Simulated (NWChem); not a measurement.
Molecule: CdIF; SMILES [I][Cd][F]

```xyz
3

Cd     0.0000     0.0000    -1.0797
F      0.0000     0.0000    -3.0118
I      0.0000     0.0000     1.4893
```
Atoms are numbered in this order, from 1.

Program: NWChem. Medium grid unless said otherwise, to which SCAN and Minnesota functionals are sensitive. Coordinates come from a PBE0/def2-SVP optimisation. def2 effective core potentials on Cd, I; no spin-orbit coupling.

For level M06-L/def2-SVP:

```yaml
orbital gap (eV): 4.12
```

How do the values read with level HCTH/407/def2-SVP instead?

The orbital gap (eV) comes out as 3.63.
